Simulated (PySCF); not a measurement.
All of these have the formula C2H12Ge2OSi. Computed with PySCF, TDDFT wB97X-D/def2-SVPD, vertical, gas phase, core orbitals frozen in the response. Geometries: PBE0-D3(BJ)/def2-SVP; one conformer of each isolated species. Triplets are in the Tamm–Dancoff approximation. Relativistic effects are left out although some hold elements past zinc.

**Question.** Rank by computed HOMO energy, lowest first.
A. `[CH3][Ge@H]([CH2][SiH3])[O][GeH3]`
B. `CC[O][Ge@H]([SiH3])[GeH3]`
C. `CC[O][GeH2][GeH2][SiH3]`
D. `CCO[SiH2][GeH2][GeH3]`

**Answer.** A (-9.70 eV), C (-9.47 eV), D (-9.34 eV), B (-9.14 eV).

| SMILES | HOMO (eV) | f (S1) | gap (eV) | first f ≥ 0.01 (nm) | LUMO (eV) | S1 mainly |
| --- | --- | --- | --- | --- | --- | --- |
| [CH3][Ge@H]([CH2][SiH3])[O][GeH3] | -9.70 | 0.013 | 11.36 | 182 | 1.66 | H→L (76%) |
| CC[O][GeH2][GeH2][SiH3] | -9.47 | 0.029 | 10.67 | 193 | 1.20 | H-1→L (61%) |
| CCO[SiH2][GeH2][GeH3] | -9.34 | 0.172 | 10.50 | 196 | 1.16 | H→L (78%) |
| CC[O][Ge@H]([SiH3])[GeH3] | -9.14 | 0.019 | 10.31 | 211 | 1.18 | H→L (66%) |

H and L stand for HOMO and LUMO.

- `[CH3][Ge@H]([CH2][SiH3])[O][GeH3]`: Löwdin shares by element: HOMO oxygen 39%, carbon 24%, germanium 10% or more (atoms not listed hold the other 27%); LUMO germanium 39%, oxygen 12%, hydrogen 8% or more (atoms not listed hold the other 42%).
- `CC[O][GeH2][GeH2][SiH3]`: Löwdin shares by element: HOMO germanium 54%, silicon 20%, hydrogen 5% or more (atoms not listed hold the other 21%); LUMO germanium 49%, silicon 14%, hydrogen 7% or more (atoms not listed hold the other 30%).
- `CCO[SiH2][GeH2][GeH3]`: Löwdin shares by element: HOMO germanium 55%, silicon 19%, hydrogen 5% or more (atoms not listed hold the other 20%); LUMO germanium 38%, silicon 24%, hydrogen 7% or more (atoms not listed hold the other 32%).
- `CC[O][Ge@H]([SiH3])[GeH3]`: Löwdin shares by element: HOMO germanium 39%, oxygen 31%, silicon 6% (atoms not listed hold the other 24%); LUMO germanium 46%, silicon 18%, hydrogen 7% or more (atoms not listed hold the other 28%).

Without π bonds the low states are Rydberg-like; a valence basis with one diffuse set may place them up to an eV too high.
